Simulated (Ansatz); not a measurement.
Reaction (cleavage of the Si–Si bond): `C[Si](O)([SiH3])Cl` + `O[SiH2]S` → `[SiH3]O[SiH2]S` + `C[SiH](O)Cl`

Program: Ansatz. Geometries: PBE0-D4/def2-TZVP. ΔE: electronic, gas phase. CCSD(T)/CBS is the MP2 limit (def2-TZVPP, def2-QZVPP) plus CCSD(T) − MP2 in def2-TZVPP, frozen cores. DFT in def2-TZVPP. HSE06 is defined as in plane-wave codes. Each species was taken in one conformer, which may not be the lowest.

`C[Si](O)([SiH3])Cl`:

```xyz
12

C    -0.455   -1.678    0.123
Si    0.181   -0.062   -0.541
O     1.798   -0.100   -0.826
Si   -0.200    1.783    0.843
Cl   -0.818    0.270   -2.331
H    -1.530   -1.621    0.309
H    -0.278   -2.486   -0.591
H     0.047   -1.927    1.061
H     2.131   -0.715   -1.482
H     0.506    1.615    2.143
H    -1.659    1.895    1.109
H     0.275    3.026    0.183
```

`O[SiH2]S`:

```xyz
7

O    -1.322    0.541    0.466
Si   -0.155   -0.073   -0.512
S     1.585   -0.714    0.541
H    -1.587    0.011    1.219
H    -0.591   -1.306   -1.216
H     0.151    1.021   -1.457
H     1.919    0.520    0.958
```

`[SiH3]O[SiH2]S`:

```xyz
10

Si    0.918   -1.297    0.709
O     0.812    0.056   -0.217
Si   -0.182    1.316   -0.506
S    -2.235    0.833   -0.193
H     2.295   -1.826    0.566
H    -0.059   -2.314    0.243
H     0.649   -0.975    2.134
H     0.083    2.416    0.451
H     0.046    1.739   -1.905
H    -2.328    0.053   -1.283
```

`C[SiH](O)Cl`:

Z-matrix (Å, degrees):
```
C
Si 1 1.852
H 1 1.092 2 110.4
H 1 1.093 2 110.2 3 119.9
H 1 1.093 2 111.1 3 -119.8
O 2 1.636 1 113.3 3 -178.2
Cl 2 2.066 1 107.5 3 60.3
H 2 1.477 1 112.9 3 -58.5
H 6 0.958 2 118.5 1 -65.6
```

(1) Is it downhill or uphill in electronic energy at CCSD(T)/CBS, and by how much? (Estimate.)

(2) What do these levels give: PBE-D4, HSE06-D4, HF/def2-TZVPP, MP2/def2-QZVPP, MP2/CBS(def2), CCSD/CBS(def2)? (Estimate.)

Largest T1 diagnostic among the species: 0.011.

## Answers

(1) Ansatz gave: Downhill: ΔE = -108.5 kJ/mol.

(2) Computed: PBE-D4 -80.0, HSE06-D4 -89.6, HF/def2-TZVPP -136.7, MP2/def2-QZVPP -116.2, MP2/CBS(def2) -115.1, CCSD/CBS(def2) -112.6 kJ/mol.

In def2-TZVPP, CCSD(T) changes the Hartree–Fock value by +27.9 kJ/mol (the triples alone add +4.1 kJ/mol) and MP2 by +21.4 kJ/mol. From PBE to PBE0 (25 % exact exchange), in def2-TZVPP and without D4, ΔE moves by −9.8 kJ/mol. Leaving LDA and LC-ωPBE aside and taking each functional with its dispersion term where it has one, the values, not all of them listed here, spread over 38.8 kJ/mol, from BHLYP-D4 to PBE-D4.
